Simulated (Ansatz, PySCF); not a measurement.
Breaking a bond: SMILES [SiH3]N([SiH3])[SiH3] (H₉NSi₃). The Si1–H13 bond (Si1 also carries H, H, N; H13 carries nothing else) is varied alone, starting from the PBE0/def2-SVP optimised geometry.

Methods: UKS-PBE0 = unrestricted PBE0/def2-SVP (Ansatz, an electronic-structure program); RKS-PBE0 = restricted PBE0/def2-SVP (Ansatz); UKS-BLYP = unrestricted BLYP/def2-SVP in Ansatz; RKS-BLYP = restricted BLYP/def2-SVP (Ansatz); UKS-PBE = unrestricted PBE/def2-SVP in Ansatz; RKS-PBE = restricted PBE/def2-SVP (Ansatz); UKS-B3LYP/6-31G* = unrestricted B3LYP/6-31G*, spherical d run with PySCF; RKS-B3LYP/6-31G* = restricted B3LYP/6-31G*, spherical d (PySCF); UKS-M06-2X/6-31G* = unrestricted M06-2X/6-31G*, spherical d in PySCF 2.14.0; RKS-M06-2X/6-31G* = restricted M06-2X/6-31G*, spherical d (PySCF 2.14.0).

Scanned distances (Å): 1.21, 1.32, 1.41, 1.43, 1.49, 1.55, 1.59, 1.69, 1.79, 1.96, 2.18, 2.44, 2.78, 3.16, 3.64, 4.33.

**Question.** Where does the unrestricted solution first break spin symmetry (<S²> of 0.01 or more)?

**Answer.** UKS-PBE0: between 2.44 and 2.78 Å; UKS-BLYP: between 2.44 and 2.78 Å; UKS-PBE: between 2.44 and 2.78 Å; UKS-B3LYP/6-31G*: between 2.44 and 2.78 Å; UKS-M06-2X/6-31G*: at none of the points with a result.

```json
[
 {"R / Å": "1.21", "<S²> UKS-PBE0": "0.00", "E(RKS-PBE0) − E(UKS-PBE0) / mEh": "0.0", "<S²> UKS-BLYP": "0.00", "E(RKS-BLYP) − E(UKS-BLYP) / mEh": "0.0", "<S²> UKS-PBE": "0.00", "E(RKS-PBE) − E(UKS-PBE) / mEh": "0.0", "<S²> UKS-B3LYP/6-31G*": "0.00", "E(RKS-B3LYP/6-31G*) − E(UKS-B3LYP/6-31G*) / mEh": "0.0", "<S²> UKS-M06-2X/6-31G*": "0.00", "E(RKS-M06-2X/6-31G*) − E(UKS-M06-2X/6-31G*) / mEh": "0.0"},
 {"R / Å": "1.32", "<S²> UKS-PBE0": "0.00", "E(RKS-PBE0) − E(UKS-PBE0) / mEh": "0.0", "<S²> UKS-BLYP": "0.00", "E(RKS-BLYP) − E(UKS-BLYP) / mEh": "0.0", "<S²> UKS-PBE": "0.00", "E(RKS-PBE) − E(UKS-PBE) / mEh": "0.0", "<S²> UKS-B3LYP/6-31G*": "0.00", "E(RKS-B3LYP/6-31G*) − E(UKS-B3LYP/6-31G*) / mEh": "0.0", "<S²> UKS-M06-2X/6-31G*": "0.00", "E(RKS-M06-2X/6-31G*) − E(UKS-M06-2X/6-31G*) / mEh": "0.0"},
 {"R / Å": "1.41", "<S²> UKS-PBE0": "0.00", "E(RKS-PBE0) − E(UKS-PBE0) / mEh": "0.0", "<S²> UKS-BLYP": "0.00", "E(RKS-BLYP) − E(UKS-BLYP) / mEh": "0.0", "<S²> UKS-PBE": "0.00", "E(RKS-PBE) − E(UKS-PBE) / mEh": "0.0", "<S²> UKS-B3LYP/6-31G*": "0.00", "E(RKS-B3LYP/6-31G*) − E(UKS-B3LYP/6-31G*) / mEh": "0.0", "<S²> UKS-M06-2X/6-31G*": "0.00", "E(RKS-M06-2X/6-31G*) − E(UKS-M06-2X/6-31G*) / mEh": "0.0"},
 {"R / Å": "1.43", "<S²> UKS-PBE0": "0.00", "E(RKS-PBE0) − E(UKS-PBE0) / mEh": "0.0", "<S²> UKS-BLYP": "0.00", "E(RKS-BLYP) − E(UKS-BLYP) / mEh": "0.0", "<S²> UKS-PBE": "0.00", "E(RKS-PBE) − E(UKS-PBE) / mEh": "0.0", "<S²> UKS-B3LYP/6-31G*": "0.00", "E(RKS-B3LYP/6-31G*) − E(UKS-B3LYP/6-31G*) / mEh": "0.0", "<S²> UKS-M06-2X/6-31G*": "0.00", "E(RKS-M06-2X/6-31G*) − E(UKS-M06-2X/6-31G*) / mEh": "0.0"},
 {"R / Å": "1.49", "<S²> UKS-PBE0": "0.00", "E(RKS-PBE0) − E(UKS-PBE0) / mEh": "0.0", "<S²> UKS-BLYP": "0.00", "E(RKS-BLYP) − E(UKS-BLYP) / mEh": "0.0", "<S²> UKS-PBE": "0.00", "E(RKS-PBE) − E(UKS-PBE) / mEh": "0.0", "<S²> UKS-B3LYP/6-31G*": "0.00", "E(RKS-B3LYP/6-31G*) − E(UKS-B3LYP/6-31G*) / mEh": "0.0", "<S²> UKS-M06-2X/6-31G*": "0.00", "E(RKS-M06-2X/6-31G*) − E(UKS-M06-2X/6-31G*) / mEh": "0.0"},
 {"R / Å": "1.55", "<S²> UKS-PBE0": "0.00", "E(RKS-PBE0) − E(UKS-PBE0) / mEh": "0.0", "<S²> UKS-BLYP": "0.00", "E(RKS-BLYP) − E(UKS-BLYP) / mEh": "0.0", "<S²> UKS-PBE": "0.00", "E(RKS-PBE) − E(UKS-PBE) / mEh": "0.0", "<S²> UKS-B3LYP/6-31G*": "0.00", "E(RKS-B3LYP/6-31G*) − E(UKS-B3LYP/6-31G*) / mEh": "0.0", "<S²> UKS-M06-2X/6-31G*": "0.00", "E(RKS-M06-2X/6-31G*) − E(UKS-M06-2X/6-31G*) / mEh": "0.0"},
 {"R / Å": "1.59", "<S²> UKS-PBE0": "0.00", "E(RKS-PBE0) − E(UKS-PBE0) / mEh": "0.0", "<S²> UKS-BLYP": "0.00", "E(RKS-BLYP) − E(UKS-BLYP) / mEh": "0.0", "<S²> UKS-PBE": "0.00", "E(RKS-PBE) − E(UKS-PBE) / mEh": "0.0", "<S²> UKS-B3LYP/6-31G*": "0.00", "E(RKS-B3LYP/6-31G*) − E(UKS-B3LYP/6-31G*) / mEh": "0.0", "<S²> UKS-M06-2X/6-31G*": "0.00", "E(RKS-M06-2X/6-31G*) − E(UKS-M06-2X/6-31G*) / mEh": "0.0"},
 {"R / Å": "1.69", "<S²> UKS-PBE0": "0.00", "E(RKS-PBE0) − E(UKS-PBE0) / mEh": "0.0", "<S²> UKS-BLYP": "0.00", "E(RKS-BLYP) − E(UKS-BLYP) / mEh": "0.0", "<S²> UKS-PBE": "0.00", "E(RKS-PBE) − E(UKS-PBE) / mEh": "0.0", "<S²> UKS-B3LYP/6-31G*": "0.00", "E(RKS-B3LYP/6-31G*) − E(UKS-B3LYP/6-31G*) / mEh": "0.0", "<S²> UKS-M06-2X/6-31G*": "0.00", "E(RKS-M06-2X/6-31G*) − E(UKS-M06-2X/6-31G*) / mEh": "0.0"},
 {"R / Å": "1.79", "<S²> UKS-PBE0": "0.00", "E(RKS-PBE0) − E(UKS-PBE0) / mEh": "0.0", "<S²> UKS-BLYP": "0.00", "E(RKS-BLYP) − E(UKS-BLYP) / mEh": "0.0", "<S²> UKS-PBE": "0.00", "E(RKS-PBE) − E(UKS-PBE) / mEh": "0.0", "<S²> UKS-B3LYP/6-31G*": "0.00", "E(RKS-B3LYP/6-31G*) − E(UKS-B3LYP/6-31G*) / mEh": "0.0", "<S²> UKS-M06-2X/6-31G*": "0.00", "E(RKS-M06-2X/6-31G*) − E(UKS-M06-2X/6-31G*) / mEh": "0.0"},
 {"R / Å": "1.96", "<S²> UKS-PBE0": "0.00", "E(RKS-PBE0) − E(UKS-PBE0) / mEh": "0.0", "<S²> UKS-BLYP": "0.00", "E(RKS-BLYP) − E(UKS-BLYP) / mEh": "0.0", "<S²> UKS-PBE": "0.00", "E(RKS-PBE) − E(UKS-PBE) / mEh": "0.0", "<S²> UKS-B3LYP/6-31G*": "0.00", "E(RKS-B3LYP/6-31G*) − E(UKS-B3LYP/6-31G*) / mEh": "0.0", "<S²> UKS-M06-2X/6-31G*": "0.00", "E(RKS-M06-2X/6-31G*) − E(UKS-M06-2X/6-31G*) / mEh": "0.0"},
 {"R / Å": "2.18", "<S²> UKS-PBE0": "0.00", "E(RKS-PBE0) − E(UKS-PBE0) / mEh": "0.0", "<S²> UKS-BLYP": "0.00", "E(RKS-BLYP) − E(UKS-BLYP) / mEh": "0.0", "<S²> UKS-PBE": "0.00", "E(RKS-PBE) − E(UKS-PBE) / mEh": "0.0", "<S²> UKS-B3LYP/6-31G*": "0.00", "E(RKS-B3LYP/6-31G*) − E(UKS-B3LYP/6-31G*) / mEh": "0.0", "<S²> UKS-M06-2X/6-31G*": "0.00", "E(RKS-M06-2X/6-31G*) − E(UKS-M06-2X/6-31G*) / mEh": "0.0"},
 {"R / Å": "2.44", "<S²> UKS-PBE0": "0.00", "E(RKS-PBE0) − E(UKS-PBE0) / mEh": "0.0", "<S²> UKS-BLYP": "0.00", "E(RKS-BLYP) − E(UKS-BLYP) / mEh": "0.0", "<S²> UKS-PBE": "0.00", "E(RKS-PBE) − E(UKS-PBE) / mEh": "0.0", "<S²> UKS-B3LYP/6-31G*": "0.00", "E(RKS-B3LYP/6-31G*) − E(UKS-B3LYP/6-31G*) / mEh": "0.0", "<S²> UKS-M06-2X/6-31G*": "0.00", "E(RKS-M06-2X/6-31G*) − E(UKS-M06-2X/6-31G*) / mEh": "0.0"},
 {"R / Å": "2.78", "<S²> UKS-PBE0": "0.47", "E(RKS-PBE0) − E(UKS-PBE0) / mEh": "4.6", "<S²> UKS-BLYP": "0.13", "E(RKS-BLYP) − E(UKS-BLYP) / mEh": "0.3", "<S²> UKS-PBE": "0.11", "E(RKS-PBE) − E(UKS-PBE) / mEh": "0.1", "<S²> UKS-B3LYP/6-31G*": "0.36", "E(RKS-B3LYP/6-31G*) − E(UKS-B3LYP/6-31G*) / mEh": "2.9", "<S²> UKS-M06-2X/6-31G*": "0.00", "E(RKS-M06-2X/6-31G*) − E(UKS-M06-2X/6-31G*) / mEh": "0.0"},
 {"R / Å": "3.16", "<S²> UKS-PBE0": "0.82", "E(RKS-PBE0) − E(UKS-PBE0) / mEh": "20.4", "<S²> UKS-BLYP": "0.57", "E(RKS-BLYP) − E(UKS-BLYP) / mEh": "6.5", "<S²> UKS-PBE": "0.69", "E(RKS-PBE) − E(UKS-PBE) / mEh": "8.0", "<S²> UKS-B3LYP/6-31G*": "0.73", "E(RKS-B3LYP/6-31G*) − E(UKS-B3LYP/6-31G*) / mEh": "15.2", "<S²> UKS-M06-2X/6-31G*": "0.00", "E(RKS-M06-2X/6-31G*) − E(UKS-M06-2X/6-31G*) / mEh": "0.0"},
 {"R / Å": "3.64", "<S²> UKS-PBE0": "0.96", "E(RKS-PBE0) − E(UKS-PBE0) / mEh": "41.2", "<S²> UKS-BLYP": "0.85", "E(RKS-BLYP) − E(UKS-BLYP) / mEh": "17.7", "<S²> UKS-PBE": "0.93", "E(RKS-PBE) − E(UKS-PBE) / mEh": "22.6", "<S²> UKS-B3LYP/6-31G*": "0.92", "E(RKS-B3LYP/6-31G*) − E(UKS-B3LYP/6-31G*) / mEh": "32.7", "<S²> UKS-M06-2X/6-31G*": "0.00", "E(RKS-M06-2X/6-31G*) − E(UKS-M06-2X/6-31G*) / mEh": "0.0"},
 {"R / Å": "4.33", "<S²> UKS-PBE0": "1.00", "E(RKS-PBE0) − E(UKS-PBE0) / mEh": "62.5", "<S²> UKS-BLYP": "0.98", "E(RKS-BLYP) − E(UKS-BLYP) / mEh": "30.8", "<S²> UKS-PBE": "0.99", "E(RKS-PBE) − E(UKS-PBE) / mEh": "38.1", "<S²> UKS-B3LYP/6-31G*": "0.99", "E(RKS-B3LYP/6-31G*) − E(UKS-B3LYP/6-31G*) / mEh": "51.7", "<S²> UKS-M06-2X/6-31G*": "0.00", "E(RKS-M06-2X/6-31G*) − E(UKS-M06-2X/6-31G*) / mEh": "0.0"}
]
```
